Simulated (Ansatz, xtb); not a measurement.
## Two isomers of C5H7NSi

Structure X is `C=C/C=C(\[SiH3])C#N`, a singlet and structure Y is `N#C/C=C/C=C/[SiH3]`, a singlet. Both are isolated molecules in the gas phase, relaxed with B3LYP/def2-SVP; the shapes shown needn't be the lowest conformers.

X (Å):

```xyz
14

C    -0.9742    0.8895    1.8985
C    -0.6118    0.3474    0.7213
C     0.5962   -0.4365    0.5469
C     1.0113   -1.0078   -0.6203
C     2.2317   -1.7532   -0.6260
N     3.2187   -2.3678   -0.6743
Si    0.0750   -0.8878   -2.2762
H    -1.8905    1.4756    2.0002
H    -0.3615    0.7613    2.7964
H    -1.2538    0.4999   -0.1535
H     1.2145   -0.5688    1.4436
H    -1.2882   -1.4759   -2.1365
H    -0.0658    0.5404   -2.6811
H     0.8461   -1.6332   -3.3043
```

Y (Å):

```yaml
atoms:
  - { symbol: C, position_ang: [-0.1099, 2.1674, 2.4161] }
  - { symbol: C, position_ang: [0.2085, 1.5723, 1.1597] }
  - { symbol: C, position_ang: [-0.0317, 0.2711, 0.8707] }
  - { symbol: C, position_ang: [0.2907, -0.3386, -0.4071] }
  - { symbol: C, position_ang: [0.0563, -1.6356, -0.7093] }
  - { symbol: N, position_ang: [-0.3624, 2.6693, 3.4340] }
  - { symbol: Si, position_ang: [0.4662, -2.4386, -2.3548] }
  - { symbol: H, position_ang: [0.6691, 2.2309, 0.4152] }
  - { symbol: H, position_ang: [-0.4933, -0.3679, 1.6314] }
  - { symbol: H, position_ang: [0.7526, 0.3226, -1.1518] }
  - { symbol: H, position_ang: [-0.4078, -2.2571, 0.0699] }
  - { symbol: H, position_ang: [1.0854, -1.4223, -3.2531] }
  - { symbol: H, position_ang: [1.4142, -3.5744, -2.1550] }
  - { symbol: H, position_ang: [-0.7717, -2.9801, -2.9896] }
```

Q: Which of the two would you expect CCSD(T)/def2-SVP + ΔMP2/def2-TZVPP electronic energies to favour?

A: Too close to call at this level: CCSD(T)/def2-SVP + ΔMP2/def2-TZVPP gives E(Y) − E(X) = −0.52 kcal/mol.

How the difference moves with the method:

```json
{"level": "GFN2-xTB", "geometry": "GFN2-xTB", "E(Y) − E(X) (kcal/mol)": "+1.51", "departure from the last row (kcal/mol)": "+2.03", "job, with rough time for the two": "optimisation, 0.36 s"}
{"level": "HF/STO-3G", "geometry": "GFN2-xTB", "E(Y) − E(X) (kcal/mol)": "−1.34", "departure from the last row (kcal/mol)": "−0.82", "job, with rough time for the two": "single point, 0.72 s"}
{"level": "r2SCAN-D4/def2-SVP", "geometry": "GFN2-xTB", "E(Y) − E(X) (kcal/mol)": "−0.99", "departure from the last row (kcal/mol)": "−0.47", "job, with rough time for the two": "single point, 5.2 s"}
{"level": "B3LYP/def2-SVP", "geometry": "B3LYP/def2-SVP", "E(Y) − E(X) (kcal/mol)": "−2.12", "departure from the last row (kcal/mol)": "−1.60", "job, with rough time for the two": "optimisation, 41 s"}
{"level": "HF/def2-SVP", "geometry": "B3LYP/def2-SVP", "E(Y) − E(X) (kcal/mol)": "−1.84", "departure from the last row (kcal/mol)": "−1.32", "job, with rough time for the two": "part of the CCSD(T) run"}
{"level": "MP2/def2-SVP", "geometry": "B3LYP/def2-SVP", "E(Y) − E(X) (kcal/mol)": "−0.44", "departure from the last row (kcal/mol)": "+0.08", "job, with rough time for the two": "part of the CCSD(T) run"}
{"level": "CCSD(T)/def2-SVP", "geometry": "B3LYP/def2-SVP", "E(Y) − E(X) (kcal/mol)": "−0.54", "departure from the last row (kcal/mol)": "−0.02", "job, with rough time for the two": "single point"}
{"level": "CCSD(T)/def2-SVP + ΔMP2/def2-TZVPP", "geometry": "B3LYP/def2-SVP", "E(Y) − E(X) (kcal/mol)": "−0.52", "departure from the last row (kcal/mol)": "", "job, with rough time for the two": "single point, 76 s"}
```

As drawn, both hold the same kinds of bond in the same numbers.

The largest departure from CCSD(T)/def2-SVP + ΔMP2/def2-TZVPP is that of GFN2-xTB, 2.03 kcal/mol. The last row adds to CCSD(T) the change of the MP2 difference between the two basis sets, here +0.02 kcal/mol.

With thermal terms from frequencies at re-optimised GFN2-xTB minima (ideal gas, soft modes damped towards free rotors, one conformer each, 298.15 K, 1 atm): on the last row, ΔE + ΔZPE = −0.70, ΔH = −0.61, ΔG = −0.91 kcal/mol.

The correlated steps freeze 11 core orbitals. Run with Ansatz 0.2.0, xtb 6.7.1; the last row on 2 threads of Intel(R) Xeon(R) Platinum 8488C (Sapphire Rapids) on a shared host.
